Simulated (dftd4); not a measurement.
fluorine atom (F), doublet; dftd4 with D4 for pbe0.

Input for dftd4:
```
$ dftd4 mol.xyz --func pbe0 --charge 0 --json dftd4.json --noedisp

# file mol.xyz
1

F      0.00000000     0.00000000     0.00000000
```

What the program printed (banner, timings and long lists left out):

```
                    ____  _____ _____     ____  _  _
      -------------|  _ \|  ___|_   _|---|  _ \| || |------------
     |             | | | | |_    | | ___ | | | | || |_           |
     |             | |_| |  _|   | ||___|| |_| |__   _|          |
     |             |____/|_|     |_|     |____/   |_|            |
     |             ===================================           |
     |            E. Caldeweyher, S. Ehlert & S. Grimme          |
     |          Mulliken Center for Theoretical Chemistry        |
     |                    University of Bonn                     |
      -----------------------------------------------------------

Rational (Becke-Johnson) damping: pbe0-D4-ATM
---------------------
  s6         1.0000
  s8         1.2007
  s9         1.0000
  a1         0.4009
  a2         5.0293
 alp        16.0000
--------------------

Dispersion energy:       0.0000000000000E+00 Eh

[Info] JSON dump of results written to 'dftd4.json'
```
